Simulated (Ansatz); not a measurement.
Geometry optimisation, Ansatz 0.2.0, RKS B3LYP-D4/def2-SVP.

input.yaml

```yaml
crystal:
  periodic: [false, false, false]
  atoms:
    - { symbol: Si, position_ang: [-0.5485, 0.5417, -0.4845] }
    - { symbol: "N", position_ang: [0.6828, -0.715, 0.7023] }
    - { symbol: H, position_ang: [0.3946, 1.1993, -1.3683] }
    - { symbol: H, position_ang: [-1.7538, 0.8248, 0.2548] }
    - { symbol: O, position_ang: [-1.2382, -0.648, -1.3653] }
    - { symbol: H, position_ang: [1.0921, 0.2849, 1.4827] }
    - { symbol: Br, position_ang: [0.554, 2.1973, 1.3471] }
    - { symbol: H, position_ang: [1.4687, -1.1555, 0.2464] }
    - { symbol: H, position_ang: [0.1659, -1.3884, 1.2489] }
    - { symbol: H, position_ang: [-0.8175, -1.1411, -2.0641] }
basis:
  gaussian: { orbitals: def2-SVP }
hamiltonian:
  xc: b3lyp
  dispersion: d4
relax:
  f_tol: 0.15
  max_steps: 25
  restrain:
    - { distance: [0, 6], at: 3.61, k: 30.0 }
    - { distance: [5, 1], at: 2.32, k: 30.0 }
    - { distance: [0, 1], at: 1.82, k: 30.0 }
    - { distance: [5, 6], at: 1.51, k: 30.0 }
```

Run as:

```bash
$ ansatz run input.yaml --threads 2 --pin off --max-ram 3072MiB --backend cpu --events-out ev --progress --plain --runs-dir out
```

Question: Where does it end, and by what steps?

Answer: The run converged. The restraints hold the end off the free minimum. After 8 steps the energy has fallen by 0.964 eV (the restraints' own energy left out); H6 moved furthest, 0.83 Å. Joined: H6–Br7 (1.99 → 1.48 Å).

```csv
step,energy less start (eV),largest force component (eV/Å),accepted
0,0.0000,4.004,yes
1,0.3796,3.051,yes
2,0.3365,4.595,yes
3,-0.3197,3.629,yes
4,-0.8596,1.736,yes
5,-0.9400,1.227,yes
6,-0.9503,0.758,yes
7,-0.9536,0.812,yes
8,-0.9639,0.739,yes
```

```xyz
10
Properties=species:S:1:pos:R:3
Si -0.509 0.116 -0.523
N 0.556 -0.849 0.543
H 0.415 1.038 -1.236
H -1.510 0.777 0.338
O -1.421 -0.769 -1.605
H 1.054 1.075 1.721
Br 0.849 2.538 1.797
H 1.419 -1.228 0.161
H 0.116 -1.530 1.159
H -0.968 -1.168 -2.354
```

Time of the run: 26 s on 2 threads of Arm Neoverse V2, on a shared host, peak memory 0.25 GiB.
